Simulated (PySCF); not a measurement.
Species: C6H9FO2.
SMILES with atom numbers: `[CH3:1][O:2][C:3]1([C:4](=[O:5])[F:6])[CH2:7][CH2:8][CH2:9]1` (hydrogens: H10, H11, H12 on C1; H13, H14 on C7; H15, H16 on C8; H17, H18 on C9)

Structure used (GFN2-xTB), in Å, numbered top down from 1:
```
atom  x, y, z in Å
C1    -2.3270    0.1806   -0.5366
O2    -1.0260    0.1972   -1.0908
C3     0.0273    0.2783   -0.1726
C4     0.0438    1.5916    0.5536
O5    -0.6367    2.5466    0.4266
F6     1.0478    1.6182    1.4867
C7     0.2589   -0.9472    0.7566
C8     1.7041   -1.0549    0.2490
C9     1.3974   -0.0163   -0.8383
H10   -2.9978    0.0153   -1.3768
H11   -2.5751    1.1300   -0.0568
H12   -2.4421   -0.6329    0.1874
H13   -0.3633   -1.7845    0.4496
H14    0.1327   -0.7644    1.8211
H15    2.0017   -2.0364   -0.1104
H16    2.4328   -0.7024    0.9746
H17    1.2353   -0.4412   -1.8252
H18    2.0772    0.8288   -0.9096
```

Hirshfeld charges (e) from the PBE0/pcSseg-1 density (PySCF), one withheld:

```tsv
atom	bonded to	charge
C1	O2 H10 H11 H12	-0.0454
O2	C1 C3	-0.1356
C3	O2 C4 C7 C9	+0.0769
C4	C3 O5 F6	+0.2348
O5	C4	?
F6	C4	-0.0839
C7	C3 C8 H13 H14	-0.0799
C8	C7 C9 H15 H16	-0.0718
C9	C8 C3 H17 H18	-0.0705
H10	C1	+0.0540
H11	C1	+0.0331
H12	C1	+0.0367
H13	C7	+0.0470
H14	C7	+0.0372
H15	C8	+0.0429
H16	C8	+0.0402
H17	C9	+0.0507
H18	C9	+0.0429
```

(1) What is the charge on O5?

(2) Add each hydrogen's charge to the atom that carries it.

(3) Across which bond do the charges differ most?

(4) Take the bonds between elements whose Pauling electronegativities differ by more than 0.25. In how many does the more electronegative atom carry the lower charge?

(5) How much positive and how much negative charge does this set hold in all?

Results:

(1) The charges add up to the total charge, 0. The others sum to +0.2093, which leaves -0.2093 e for O5 (carbonyl oxygen); the computed value is -0.2097, the difference coming from rounding and the integration grid.

(2) C1 +0.0784, C7 +0.0043, C8 +0.0113, C9 +0.0231. Atoms without hydrogen keep their charges.

(3) C4–O5: +0.2348 on C4 against -0.2097 on O5, a difference of 0.4445 e. The lower charge is on the more electronegative element of the two (Pauling values: O 3.44, C 2.55).

(4) In 13 of 13.

(5) +0.6964 e on 11 atoms and -0.6968 e on 7.

The Hirshfeld scheme weights the molecular density at each point by an atom's share of the summed free-atom densities. One conformer (not necessarily the lowest) at the GFN2-xTB geometry, without solvent, vibrations or thermal averaging.
